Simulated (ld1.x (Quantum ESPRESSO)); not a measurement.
## Configuration tests for Mo (Z = 42) (RRKJ)

Mo, norm-conserving RRKJ (Kleinman–Bylander form), made with ld1.x (Quantum ESPRESSO) 7.5 (LDA (PZ), scalar-relativistic). Core [Kr], reference 4d5 5s1 5p0. Waves: 5p (bound, empty): rc 4.10 bohr; 4d (bound): rc 2.00 bohr; 5s (bound): rc 3.20 bohr. Local part: the s channel. Core correction: Bessel-smoothed model core inside 1.50 bohr. rho0 = 0.01.

Energies are relative to the spin-unpolarised reference configuration 4d5 5s1 5p0; without spin polarisation the order of configurations can differ from experiment. Spin-polarised rows fill each open shell by Hund’s rule, majority spin first.

```csv
valence configuration,charge,ΔE all-electron (eV),error AE − PS (meV)
4d5 5s0 5p0,+1,7.186,-12
4d4 5s0 5p0,+2,22.889,-120
4d3 5s0 5p0,+3,49.850,-633
4d5 5s0.5 5p0,+0.5,2.864,-2.8
4d6 5s0 5p0,0,0.822,-58
4d5 5s0 5p1,0,3.245,-4.3
4d5 5s1 5p0 (spin-polarised),0,-3.924,+89
4d5 5s0 5p0 (spin-polarised),+1,3.795,+60
```

Problem. What are ΔE and the potential's error for 4d4 5s1 5p1?

Solution. ΔE = 3.760 eV all-electron; the error (AE − PS) is -111 meV.

Levels in the configuration 4d6 5s0 5p0:

```json
{"level": "4d", "all-electron (eV)": "-2.518", "pseudo (eV)": "-2.477"}
```
